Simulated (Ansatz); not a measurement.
Job for Ansatz (a first-principles code): R-r2SCAN/def2-TZVPP on H3NSTe (SMILES N[Te]S), a point of a torsion scan. Elements past Kr take the def2 small-core potentials; no spin–orbit coupling.

Ansatz 0.2 input:
```yaml
crystal:
  periodic: [false, false, false]
  atoms:
    - {symbol: N, position_ang: [-1.42674281, 0.10599198, 0.22061723]}
    - {symbol: Te, position_ang: [0.05037545, -0.96539487, 1.10626399]}
    - {symbol: S, position_ang: [1.88044359, -0.50206473, -0.39257508]}
    - {symbol: H, position_ang: [-1.23825330, 1.09830965, 0.17470934]}
    - {symbol: H, position_ang: [-1.66444154, -0.21527753, -0.70831529]}
    - {symbol: H, position_ang: [1.90444551, 0.81658699, -0.23415484]}
basis:
  gaussian:
    orbitals: def2-TZVPP
hamiltonian:
  xc: {name: r2SCAN}
scf: {lower_state_search: off}
```

Program output:

```
WARN ansatz: RAYON_NUM_THREADS=1 ignored (pool sized by the plan → 1); use --threads N
Functional definition: r2SCAN
these checks for a lower state are left out or cut short: stability, starts, cluster_reference, orbital_swaps, neighbouring_geometries, increment
integrals: 0.08 GiB planned
1002 factors; their error is unknown
mean field: 0.56 GiB planned
mean field evaluation 1: about -19661.8418 eV, gradient 6.6e1 eV
mean field evaluation 2: about -19595.1598 eV, gradient 1.4e2 eV
mean field evaluation 4: about -19669.3679 eV, gradient 1.9e1 eV
mean field evaluation 8: about -19670.3677 eV, gradient 1.7e-1 eV
mean field evaluation 16: about -19670.2341 eV, gradient 1.1e-3 eV
mean field -19670.23408940 eV, -722.8677698219 hartree, gradient 7.2e-6 eV, S^2 0.000000; 0 other end points of the search recorded, 0 dependent functions left out
reference -19670.23409941 eV, -722.8677701897 hartree; 25, 25 occupied and 140, 140 virtual orbitals, 1002 factors
Total energy: -19670.23409941 eV, -722.8677701897 hartree
Checks for a lower state left out: stability, starts, cluster_reference, orbital_swaps, neighbouring_geometries, increment
```

The run converged.

Cost: about 5 core-seconds (a rough figure).
